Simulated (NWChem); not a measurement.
# BeH$_{2}$; SMILES [BeH2]

```xyz
3

Be     0.0000     0.0000     0.0000
H      0.0000     0.0000     1.3303
H      0.0000     0.0000    -1.3303
```
Atoms are numbered in this order, from 1.

Coordinates come from a B3LYP/6-31G* (spherical d) optimisation. B3LYP is NWChem's, with the RPA form of VWN correlation.

**Question.** List the 4 lowest vertical singlet excitations from B3LYP/def2-SVPD, TDA (NWChem).

**Answer.** 
```csv
state,energy (eV),oscillator strength,leading excitation (squared amplitude)
S1,6.21,0.000,HOMO → LUMO (0.99)
S2,6.21,0.000,HOMO → LUMO+1 (0.99)
S3,7.90,0.360,HOMO−1 → LUMO (0.98)
S4,7.90,0.360,HOMO−1 → LUMO+1 (0.98)
```
